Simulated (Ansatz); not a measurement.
Reaction (formal exchange of groups at the Si–N bond): `C=N[SiH2]S` + `C=CCl` → `C=C(Cl)[SiH2]S` + `C=N`

Gas-phase electronic energies from Ansatz, PBE0-D4/def2-TZVP geometries. CCSD(T)/CBS is the MP2 limit (def2-TZVPP, def2-QZVPP) plus CCSD(T) − MP2 in def2-TZVPP, frozen cores. This one scheme is used for every species. DFT in def2-TZVPP. B3LYP here is the variant with VWN-RPA as its local correlation; programs differ in this. HSE06 is defined as in plane-wave codes. Each species was taken in one conformer, which may not be the lowest.

| level | ΔE (kJ/mol) | difference from CCSD(T)/CBS |
| --- | --- | --- |
| LDA (SPW92) | 34.6 | 1.7 |
| PBE-D4 | 30.9 | -2.0 |
| revPBE-D4 | 29.5 | -3.4 |
| r2SCAN-D4 | 36.2 | 3.3 |
| B97M-V | 38.4 | 5.5 |
| PBE0-D4 | 32.6 | -0.3 |
| B3LYP-D4 | 36.2 | 3.3 |
| r2SCANh-D4 | 36.5 | 3.6 |
| r2SCAN0-D4 | 37.0 | 4.1 |
| HSE06-D4 | 32.7 | -0.2 |
| BHLYP-D4 | 38.6 | 5.7 |
| ωB97X-V | 35.5 | 2.6 |
| ωB97M-V | 35.2 | 2.3 |
| PBE-QIDH | 35.8 | 2.9 |
| PBE | 34.7 | 1.8 |
| revPBE | 35.3 | 2.4 |
| BLYP | 41.7 | 8.8 |
| r2SCAN | 37.3 | 4.4 |
| PBE0 | 36.2 | 3.3 |
| B3LYP | 42.4 | 9.5 |
| r2SCANh | 37.8 | 4.9 |
| r2SCAN0 | 38.4 | 5.5 |
| HSE06 | 36.2 | 3.3 |
| BHLYP | 44.7 | 11.8 |
| CAM-B3LYP | 43.1 | 10.2 |
| LC-ωPBE | 37.4 | 4.5 |
| RPA@PBE/def2-TZVPP | 30.2 | -2.7 |
| HF/def2-SVP | 42.0 | 9.1 |
| MP2/def2-SVP | 29.8 | -3.1 |
| CCSD/def2-SVP | 29.3 | -3.6 |
| CCSD(T)/def2-SVP | 27.6 | -5.3 |
| MP2/def2-TZVPP | 34.0 | 1.1 |
| SCS-MP2/def2-TZVPP | 35.9 | 3.0 |
| CCSD/def2-TZVPP | 35.3 | 2.4 |
| CCSD(T)/def2-TZVPP | 32.9 | 0.0 |
| HF/def2-QZVPP | 49.6 | 16.7 |
| MP2/def2-QZVPP | 34.3 | 1.4 |
| SCS-MP2/def2-QZVPP | 36.3 | 3.4 |
| MP2/CBS(def2) | 34.1 | 1.2 |
| CCSD/CBS(def2) | 35.3 | 2.4 |
| CCSD(T)/CBS | 32.9 | 0 |

Largest T1 diagnostic among the species: 0.013.

Leaving LDA and LC-ωPBE aside and taking each functional with its dispersion term where it has one, the values, not all of them listed here, spread over 10.0 kJ/mol, from revPBE-D4 to B2PLYP. The D4 term adds −6.2 kJ/mol with B3LYP and −3.5 kJ/mol with PBE0; it sums over pairs of atoms, weighted by their polarisabilities, and B3LYP, whose exchange is more repulsive, gets the larger term. In def2-TZVPP, CCSD(T) changes the Hartree–Fock value by −15.9 kJ/mol (the triples alone add −2.4 kJ/mol) and MP2 by −14.7 kJ/mol.
